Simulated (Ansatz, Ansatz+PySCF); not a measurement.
```xyz
6

C    -0.0202   -0.0221   -1.1722
C     0.0185   -0.0197    0.2912
N    -0.0230    0.0181    1.4286
H     0.0106   -1.0051   -1.5458
H    -0.8917    0.5016   -1.5292
H     0.8675    0.5253   -1.5435
```

Basis set: def2-SVP (spherical functions). Frozen core: 3 orbitals. Charge 0, multiplicity 3.

Computed with Ansatz (development build ahead of 0.2.0); each method stands on the lowest determinant of its kind that the runs found.

Problem. Give the atomization energy at this shape (free ground-state atoms in the same class of orbitals less the molecule, no zero-point energy) of triplet C₂H₃N by UHF-MP2, UHF.

Solution.

```json
{"method": "UHF-MP2", "atomization energy": "18.03 eV"}
{"method": "UHF", "atomization energy": "13.04 eV"}
```

Caution: another spin multiplicity may lie lower; the shape is not the minimum.
